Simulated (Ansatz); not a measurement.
Relaxation of C$_{2}$H$_{8}$BN (12 atoms, charge 0, multiplicity 1), to a largest force component of 0.02 eV/Å in at most 40 steps.

All numbers below come from Ansatz, RKS PBE0/6-31G*.

```xyz
12
Properties=species:S:1:pos:R:3
B 0.000 0.000 0.000
C 0.000 0.000 1.600
H -1.000 -0.309 1.970
H 0.768 -0.711 1.970
H 0.232 1.020 1.970
N 1.342 0.000 -0.775
H 1.809 -0.918 -1.027
H 1.794 0.918 -1.053
C -1.386 0.000 -0.800
H -1.946 -0.930 -0.571
H -1.990 0.880 -0.495
H -1.184 0.051 -1.890
```

Question: Where does it end, and by what steps?

Answer: The forces met the threshold. The force dipped under the threshold on the way, but the program's further checks kept it going. After 19 steps the energy has fallen by 1.733 eV; H8 moved furthest, 1.30 Å.

```tsv
step	energy less start (eV)	largest force component (eV/Å)	accepted
0	0.0000	2.170	yes
1	-0.3351	0.953	yes
2	-0.6166	0.897	yes
3	-0.9386	1.240	yes
4	-1.2636	0.863	yes
5	-1.5043	0.995	yes
6	-1.6476	0.333	yes
7	-1.7098	0.137	yes
8	-1.7239	0.067	yes
9	-1.6893	0.956	no
10	-1.7285	0.038	yes
11	-1.7286	0.197	yes
12	-1.7306	0.045	yes
13	-1.7315	0.004	yes
14	-1.7299	0.184	no
15	-1.7321	0.034	yes
16	-1.7320	0.056	no
17	-1.7323	0.014	yes
18	-1.7325	0.024	yes
19	-1.7325	0.013	yes
```

```xyz
12
Properties=species:S:1:pos:R:3
B 0.033 -0.015 -0.020
C 0.039 -0.128 1.560
H -0.621 -0.939 1.896
H 1.031 -0.307 1.995
H -0.361 0.788 2.016
N 1.238 -0.135 -0.725
H 2.127 -0.292 -0.274
H 1.301 -0.074 -1.731
C -1.316 0.229 -0.816
H -2.030 -0.583 -0.625
H -1.812 1.147 -0.472
H -1.189 0.308 -1.903
```

Whether the end is a true minimum wasn't checked by a vibrational analysis.

The run took 71 s on 2 threads of Intel(R) Xeon(R) Platinum 8175M CPU @ 2.50GHz (Skylake/Cascade Lake), with other jobs on the host, peak memory 0.17 GiB.
